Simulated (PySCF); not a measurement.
SnI3, SMILES [I][Sn-]([I])[I], charge -1.

Geometry: B3LYP-D3(BJ)/def2-SVPD. The isomer is the one that the SMILES or the coordinates give; other isomers of the formula were not compared. The def2 effective core potentials stand for the cores of I, Sn; spin–orbit coupling is left out.

These are B3LYP-D3(BJ)/def2-SVPD run with PySCF values and carry that method's errors.

Frequencies are harmonic and unscaled.

Modes within 1.5 cm⁻¹ of each other (mostly degenerate sets) share a row, with their intensities summed.

Computed normal modes with their intensities:
```tsv
mode	ν (cm⁻¹)	IR (km/mol)	moving atoms (share of kinetic energy)
1–2	41	0.0	I 91 %, Sn 9 %
3	54	0.1	I 76 %, Sn 24 %
4–5	146	82.7	Sn 58 %, I 42 %
6	155	6.2	Sn 52 %, I 48 %
```
